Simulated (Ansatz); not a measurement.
## C2H5ClSi (SMILES ClC1C[SiH2]1): methods side by side

C2H5ClSi has 9 atoms, charge 0, and is taken as a singlet. SMILES: `ClC1C[SiH2]1`. Geometry: optimised at PBE0/def2-SVP.

```tsv
atom	x (Å)	y (Å)	z (Å)
Cl	-0.6139	-0.4191	-2.2670
C	-0.4375	0.3762	-0.6965
C	0.9304	0.3079	-0.0188
Si	-0.4234	-0.5811	0.9105
H	-0.9074	1.3657	-0.7156
H	1.6688	-0.3261	-0.5229
H	1.3542	1.2565	0.3301
H	-0.4531	-2.0608	0.8454
H	-1.0292	0.0346	2.1176
```

Each level gives the dissociation energy of the H9–Si4 bond into doublet H and doublet C2H4ClSi (shapes relaxed at PBE0/def2-SVP, no zero-point term) (eV). The values are calculated.

```csv
level,kind,program,value (eV),CPU time (all runs)
HF/def2-SVP,Hartree–Fock,Ansatz,3.30,2.2 s
PBE/def2-SVP,GGA,Ansatz,3.86,4.1 s
B3LYP/def2-SVP,global hybrid,Ansatz,4.03,5.6 s
wB97M-V/def2-SVP,range-separated hybrid,Ansatz,4.18,22 s
MP2/def2-SVP,perturbation theory,Ansatz,3.88,2.5 s
```

Correlated wave functions underbind in double-zeta sets. The values span 3.30 to 4.18 eV. Hartree–Fock misses the correlation of the electron pair that is broken and comes out low. Measured bond enthalpies also hold zero-point and thermal terms, a few tenths of an eV less. In so small a basis fixed costs decide the times, and correlated methods can beat functionals. CPU times are rough (shared hosts, several kinds of processor and program).
